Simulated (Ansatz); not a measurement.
BrClSn (`[Cl][Sn][Br]`). Total charge 0; spin multiplicity 1. Correlated methods include outer-core shells of Br, Sn, which these sets cover unevenly. Scalar relativity is left out up to krypton. Sn takes the def2 core potential.

```xyz
3

Cl    0.197   -1.879    0.157
Sn    1.005    0.334   -0.033
Br   -1.201    1.544   -0.124
```

Problem. Give the diagnostics of a CCSD(T)/def2-TZVPP run (frozen core, the Gaussian-basis code of Ansatz). (Best estimate.)

Solution. Computed: T1 = 0.0124, largest single amplitude 0.032, largest double 0.048, (T) share of the correlation energy 3.5 %, 9 CCSD cycles. The RHF solution is stable towards an unrestricted one. T1 lies under the customary mark of 0.02 for closed shells.
